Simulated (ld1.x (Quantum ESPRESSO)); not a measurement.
## Which change was made? (Rh, TM)

ld1.x (Quantum ESPRESSO) 7.5 input, shortened:

```
&input
   title='Rh', zed=45., rel=2, dft='PBESOL', iswitch=3,
   config='[Kr] 4d8 5s0 5p0', rel_dist='average'
 /
 &inputp
   pseudotype=2, tm=.true., lloc=-1, rcloc=1.50,
   nlcc=.false.
 /
3
5S  1  0   0.00   0.00  2.50  2.50  0.0
5P  2  1   0.00   0.00  3.05  3.05  0.0
4D  3  2   8.00   0.00  1.80  1.80  0.0
 &test
   configts(1)='4d8 5s0 5p0'
 /
```

Open shells are filled in proportion to 2j + 1 (rel_dist='average').

Cutoffs, loose and tight: the cutoffs (Ry, on a coarse ladder) from which the occupation-weighted sum of valence levels, in a spherical-Bessel basis at the reference potential, stays within 10 and 1 mRy of its value at 400 Ry. They do not see the model core or the augmentation charge, which bear on the density cutoff. Test errors are all-electron minus pseudo excitation energies from the reference, over the configurations 4d8 5s1 5p0; 4d7 5s0 5p0; 4d6 5s0 5p0; 4d8 5s0 5p1; 4d7 5s1 5p1; 4d8.5 5s0.5 5p0; 4d7 5s1 5p0; variants that change the core or the reference have their own tests. The largest error is taken over the tests solved by every variant that gives reliable tests at all, those not shown here included: 4d6 5s0 5p0; 4d7 5s0 5p0; 4d8 5s1 5p0; 4d8.5 5s0.5 5p0.

The base gives: outcome: generated; cutoff, loose: 50 Ry; cutoff, tight: 60 Ry; bound ghosts: s, p3/2, p1/2; largest test error (meV): -171.

Question: After one change the result is: outcome: generated; cutoff, loose: 50 Ry; cutoff, tight: 55 Ry; bound ghosts: s, p3/2; largest test error (meV): -172. Which change was it?
A. all radii scaled by about 1.13 (s 2.84, p 3.46, d 2.04 bohr); local potential all-electron potential smoothed inside 1.70 bohr (lloc = -1)
B. all radii scaled by about 0.76 (s 1.90, p 2.32, d 1.38 bohr); local potential all-electron potential smoothed inside 1.14 bohr (lloc = -1)
C. all radii scaled by about 1.37 (s 3.42, p 4.16, d 2.46 bohr); local potential all-electron potential smoothed inside 2.04 bohr (lloc = -1)
D. all radii scaled by about 0.85 (s 2.12, p 2.58, d 1.52 bohr); local potential all-electron potential smoothed inside 1.28 bohr (lloc = -1)

Answer: A. The others give: all radii scaled by about 1.37 (s 3.42, p 4.16, d 2.46 bohr); local potential all-electron potential smoothed inside 2.04 bohr (lloc = -1) → outcome: generated; cutoff, loose: 40 Ry; cutoff, tight: 50 Ry; bound ghosts: s; largest test error (meV): -143 | all radii scaled by about 0.76 (s 1.90, p 2.32, d 1.38 bohr); local potential all-electron potential smoothed inside 1.14 bohr (lloc = -1) → outcome: generated; cutoff, loose: 60 Ry; cutoff, tight: 80 Ry; bound ghosts: s, p1/2, p3/2; largest test error (meV): -164 | all radii scaled by about 0.85 (s 2.12, p 2.58, d 1.52 bohr); local potential all-electron potential smoothed inside 1.28 bohr (lloc = -1) → outcome: generated; cutoff, loose: 60 Ry; cutoff, tight: 70 Ry; bound ghosts: s, p3/2, p1/2; largest test error (meV): -167.
